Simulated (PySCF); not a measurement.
Isomers of C3H5NSi. The calculation used PBE0-D3(BJ)/def2-SVP geometry optimisation, gas phase (PySCF 2.14.0). One conformer each; no zero-point energy, no entropy. No frequencies were run at this level. Point groups hold within 0.08 Å.

Question: Order them by energy at this level, lowest first, and give relative energies in kcal/mol.
A. `[C@H]1(C#N)[SiH2]C1`
B. `[CH:1]#[C:2][SiH2:3][N:4]=[CH2:5]` with C2–Si3–N4–C5 0°

Answer: A (0.0), B (16.7).

As drawn, the lower has a three-membered ring and a C≡N group, which the higher lacks; the higher has a C≡C bond and a C=N bond, which the lower lacks.

```json
{"SMILES": "N#C[C@@H]1C[SiH2]1", "E (Eh)": "-460.97307", "E rel (kcal/mol)": "0.0", "dipole (D)": "4.54", "point group": "C1", "A, B, C (MHz)": "9937, 2562, 2285"}
{"SMILES": "C#C[SiH2]N=C", "E (Eh)": "-460.94644", "E rel (kcal/mol)": "16.7", "dipole (D)": "1.93", "point group": "Cs", "A, B, C (MHz)": "6978, 2843, 2069"}
```

Q: As an exercise, what shares would exp(−E/RT) give at 2000 K from these electronic energies alone (no entropy, no degeneracies)?

A: RT = 3.974 kcal/mol: N#C[C@@H]1C[SiH2]1 98.5 %, C#C[SiH2]N=C 1.5 %.
